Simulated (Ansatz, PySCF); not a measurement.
System: C3H2 (charge 0, singlet). 
Geometry from a B3LYP-D3(BJ)/def2-TZVP (Ansatz, a program for electronic structure) optimisation:
```xyz
5

C     -0.0184    -0.0120    -1.1190
C      0.0033     0.0022     0.2011
H      0.8505     0.2726    -1.7068
H     -0.9061    -0.3089    -1.6717
C      0.0244     0.0159     1.4810
```
Charge 0, spin multiplicity 1.

Total electronic energies in hartree. Correlated levels leave the core frozen unless marked. Spin-orbit coupling is left out. Non-relativistic unless marked X2C. Basis-set limits of correlation are two-point, X^-3; Hartree-Fock from the larger set. The bracket is a focal-point correction in the basis named.

The Hartree-Fock reference is unstable (checked in the largest basis), which strains HF and MP2. 

```json
[
 {"level": "HF/cc-pVQZ", "program": "Ansatz", "energy (Eh)": "-114.63965"},
 {"level": "BP86-D4/def2-TZVPD", "program": "PySCF + dftd4", "energy (Eh)": "-115.37399"},
 {"level": "B3LYP/def2-TZVPD", "program": "Ansatz", "energy (Eh)": "-115.38046"},
 {"level": "wB97X/def2-TZVPD", "program": "Ansatz", "energy (Eh)": "-115.33166"},
 {"level": "MP2/STO-3G", "program": "Ansatz", "energy (Eh)": "-113.31295"},
 {"level": "MP2/cc-pVDZ", "program": "Ansatz", "energy (Eh)": "-114.95585"},
 {"level": "X2C-CCSD(T)/cc-pVTZ-DK", "program": "Ansatz", "energy (Eh)": "-115.15764"},
 {"level": "RI-MP2/CBS(cc-pVTZ,cc-pVQZ)+[CCSD(T)-MP2]/cc-pVQZ", "program": "Ansatz", "energy (Eh)": "-115.1640"},
 {"level": "CCSD(T)/CBS(cc-pVTZ,cc-pVQZ)", "program": "Ansatz", "energy (Eh)": "-115.1614"}
]
```

Totals of different functionals don't rank their quality; only differences between species are comparable.
